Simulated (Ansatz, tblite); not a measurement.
Cost and result up the ladder for Be2S2 (the lowest singlet isomer of a short search) (4 atoms). The state is a singlet with charge 0. Geometry: PBE-D4/def2-TZVP.

| atom | x (Å) | y (Å) | z (Å) |
| --- | --- | --- | --- |
| Be1 | -0.5245 | -0.3536 | 0.7390 |
| Be2 | 0.5245 | 0.3536 | -0.7390 |
| S3 | 0.8842 | -1.4180 | -0.0510 |
| S4 | -0.8842 | 1.4180 | 0.0510 |

Ansatz on 2 threads of Arm Neoverse V2 on a shared host; xTB runs through tblite on one thread. Times are rough, summed over both states, and most runs start from the orbitals of an earlier one. PBE0-D4/def2-TZVP serves as the yardstick here, not as an exact answer. The other state is a doublet.

The xTB rows come from tblite. Correlated methods freeze 10 core orbitals. The structure comes from a short search, and lower isomers may exist.

Correlated methods converge slowly with the basis.

Raw xTB energies of ions are shifted by several eV.

```json
{"level": "GFN1-xTB", "functions": "26", "wall time": "0.004 s"}
{"level": "GFN2-xTB", "functions": "26", "wall time": "0.006 s"}
{"level": "PBE-D4/def2-TZVP (with forces)", "functions": "112", "wall time": "2.6 s"}
{"level": "PBE0-D4/def2-TZVP", "functions": "112", "wall time": "3.6 s"}
{"level": "r2SCAN-D4/def2-TZVP", "functions": "112", "wall time": "5.5 s"}
{"level": "CCSD(T)/def2-TZVPP", "functions": "122", "wall time": "8.4 s"}
```

(1) Estimate what each level gives for the vertical IE (eV).

Results:

(1) 
| level | vertical IE (eV) | difference from PBE0-D4/def2-TZVP (eV) | remarks |
| --- | --- | --- | --- |
| GFN1-xTB | 13.17 | 4.26 | – |
| GFN2-xTB | 13.91 | 5.00 | – |
| PBE-D4/def2-TZVP (with forces) | 8.77 | -0.14 | – |
| PBE0-D4/def2-TZVP | 8.92 | 0.00 | – |
| r2SCAN-D4/def2-TZVP | 8.84 | -0.07 | – |
| CCSD(T)/def2-TZVPP | 8.97 | 0.05 | spin-contaminated (⟨S²⟩ 0.89) (+1 doublet) |
